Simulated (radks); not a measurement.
Values are calculated unless marked as measured or tabulated.
All-electron atom: the dysprosium ion Dy+ in [Xe] 4f10 7f1 (not the ground configuration).

Code: a radial shooting solver on a logarithmic mesh with Libxc functionals. Model: scalar-relativistic Kohn-Sham, LDA (Slater exchange, Perdew-Wang correlation), spin-polarised, spherical densities, point nucleus; open shells are filled with parallel spins first (spin-orbit coupling, left out, can overturn this in heavy ions).

Energy parts (eV):
total: -330586.98
kinetic: 356606.62
electron-nucleus: -808475.49
Hartree: 128218.81
exchange-correlation: -6936.92

Orbitals (lengths in bohr, moments of r in powers of bohr; <r^-3> diverges for s and p1/2; r(90%) holds 90 % of the orbital's charge):
| orbital | occ. | eigenvalue (eV) | <r^-3> | <r^2> | r(90%) |
|---|---|---|---|---|---|
| 1s down | 1 | -53625.62 | - | 0.0006101 | 0.0383 |
| 1s up | 1 | -53625.62 | - | 0.0006101 | 0.0383 |
| 2s up | 1 | -8941.137 | - | 0.009531 | 0.139 |
| 2s down | 1 | -8941.070 | - | 0.009530 | 0.139 |
| 2p up | 3 | -7937.897 | 12800 | 0.007712 | 0.129 |
| 2p down | 3 | -7937.848 | 12800 | 0.007711 | 0.129 |
| 3s up | 1 | -1999.744 | - | 0.06301 | 0.344 |
| 3s down | 1 | -1998.137 | - | 0.06295 | 0.344 |
| 3p up | 3 | -1691.790 | 2720 | 0.06326 | 0.350 |
| 3p down | 3 | -1690.194 | 2723 | 0.06319 | 0.349 |
| 3d up | 5 | -1294.875 | 364.3 | 0.05291 | 0.330 |
| 3d down | 5 | -1293.631 | 364.8 | 0.05283 | 0.330 |
| 4s up | 1 | -406.1743 | - | 0.3175 | 0.762 |
| 4s down | 1 | -402.7822 | - | 0.3176 | 0.762 |
| 4p up | 3 | -304.7420 | 612.4 | 0.3595 | 0.818 |
| 4p down | 3 | -301.3962 | 611.7 | 0.3598 | 0.818 |
| 4d up | 5 | -166.6147 | 68.58 | 0.4322 | 0.918 |
| 4d down | 5 | -163.3449 | 68.40 | 0.4335 | 0.919 |
| 5s up | 1 | -62.3676 | - | 1.887 | 1.87 |
| 5s down | 1 | -60.7218 | - | 1.920 | 1.89 |
| 5p up | 3 | -38.5112 | 79.30 | 2.651 | 2.25 |
| 5p down | 3 | -37.2969 | 76.39 | 2.719 | 2.28 |
| 4f up | 7 | -16.9261 | 9.149 | 0.9801 | 1.49 |
| 4f down | 3 | -14.1172 | 8.828 | 1.092 | 1.58 |
| 7f up | 1 | -1.3383 | 0.01592 | 569.7 | 31.0 |
| 7f down | 0 | -1.2516 | 0.02095 | 579.0 | 31.6 |

The highest occupied level is 7f up at -1.338 eV. The density falls to 0.001 e/bohr^3 at r = 3.43 bohr. Summed over all electrons, <r^2> = 608.0 bohr^2, which gives a Langevin (diamagnetic) susceptibility term of -482 x 10^-6 cm^3/mol.
